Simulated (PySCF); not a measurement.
**Electric field gradients and quadrupole coupling constants**

Trimethylamine trifluoroborane, C3H9BF3N.
Structure used (PBE0-D3(BJ)/def2-TZVP), in Å, numbered top down from 1:
```xyz
17
C3H9BF3N angstrom
C      0.546   -0.895   -1.615
N     -0.253   -0.588   -0.415
C     -1.191   -1.691   -0.145
C      0.638   -0.393    0.742
B     -1.122    0.814   -0.678
F     -1.845    1.017    0.472
F     -1.908    0.553   -1.774
F     -0.180    1.787   -0.904
H      1.110   -1.817   -1.458
H     -0.124   -1.008   -2.464
H      1.227   -0.069   -1.805
H     -1.854   -1.806   -1.001
H     -1.783   -1.444    0.733
H     -0.636   -2.617    0.025
H      1.213   -1.304    0.925
H      1.309    0.437    0.533
H      0.033   -0.153    1.614
```

Field gradients from the PBE0/pcSseg-2 density (PySCF, non-relativistic), principal values in atomic units, ordered |Vxx| ≤ |Vyy| ≤ |Vzz|:

| atom | Vxx | Vyy | Vzz |
| --- | --- | --- | --- |
| N2 | 0.3075 | 0.3081 | -0.6156 |
| B5 | -0.0329 | -0.0333 | 0.0661 |

Question: Find the asymmetry η = (Vxx − Vyy)/Vzz and the couplings χ = eQV/h (234.96 MHz × Q in barn × V in au), with Q(14N) = 0.02044 b, Q(11B) = 0.04059 b.

Answer: 
```json
{"atom": "N2", "environment": "nitrogen bonded to B and 3 C", "nucleus": "14N", "η": "0.00", "χzz (MHz)": "-2.957", "χxx (MHz)": "1.477", "χyy (MHz)": "1.480"}
{"atom": "B5", "environment": "four-coordinate boron", "nucleus": "11B", "η": "0.01", "χzz (MHz)": "0.631", "χxx (MHz)": "-0.313", "χyy (MHz)": "-0.317"}
```

The gradient is axial or nearly so (η below 0.05) at N2 and B5. The tensor is traceless: Vxx + Vyy + Vzz = 0.

Question: What is Vzz at N2 in SI units (1 au = 9.71736 × 10²¹ V/m²)?

Answer: -0.6156 au = -5.982 × 10²¹ V/m².

Question: What couplings would deuterons (Q(2H) = 0.00286 b) have in place of the hydrogens, at this geometry?

Answer: 
```csv
atom,bonded to,bond length (Å),Vzz (au),η,χzz (kHz)
H9,C1,1.093,0.2769,0.08,186
H10,C1,1.088,0.2795,0.07,188
H11,C1,1.088,0.2792,0.07,188
H12,C3,1.088,0.2787,0.07,187
H13,C3,1.088,0.2796,0.07,188
H14,C3,1.093,0.2776,0.08,187
H15,C4,1.092,0.2778,0.08,187
H16,C4,1.088,0.2790,0.07,188
H17,C4,1.088,0.2793,0.07,188
```

Isolated species at its PBE0-D3(BJ)/def2-TZVP geometry, gas phase.

The run behind these numbers computed NMR shieldings as well. Time: 4.2 min wall, 7.5 min CPU (with the writing of density and orbital grids); peak memory 2.5 GiB. Hardware: 2 threads, Intel Xeon at 2.50 GHz (x86_64) (shared host).
